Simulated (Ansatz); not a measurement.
## From B to In: the atomisation energy (no zero-point term)

Gas-phase molecules, one atom swapped for its congeners: BHF2 `FBF`; AlHF2 `[F][AlH][F]`; GaHF2 `[F][GaH][F]`; InHF2 `[F][InH][F]`. All are singlets with charge 0.

Shapes, held fixed at every level: PBE0-D4/def2-TZVP. Programs: Ansatz 0.2.0. Values in eV.

(1) How should the atomisation energy change along the series?

## Answers

(1) At CCSD(T)/def2-TZVPP the atomisation energy falls at every step, from 17.38 to 11.00 eV. Every level shows the same order. For atoms past krypton def2 sets carry core potentials with scalar relativity. Relativity is left out for Ga. Outer-core shells of Ga, In are correlated, in sets that cover them unevenly. Spin-orbit coupling, which grows down the group, is left out (summed over each molecule's free atoms 0.03, 0.04, 0.10, 0.22 eV). Coupled cluster in double- or triple-zeta sets underbinds by a few per cent against its basis-set limit.

| level | BHF2 | AlHF2 | GaHF2 | InHF2 |
| --- | --- | --- | --- | --- |
| HF/def2-SVP | 14.03 | 11.60 | 9.12 | 7.22 |
| SPW92/def2-TZVPP | 20.43 | 17.33 | 14.99 | 13.34 |
| BHLYP-D4/def2-TZVPP | 17.13 | 14.75 | 12.03 | 10.40 |
| r2SCAN0-D4/def2-TZVPP | 17.47 | 15.05 | 12.48 | 10.80 |
| wB97M-V/def2-TZVPP | 17.84 | 15.45 | 12.77 | 11.29 |
| CCSD(T)/def2-TZVPP | 17.38 | 15.18 | 12.75 | 11.00 |
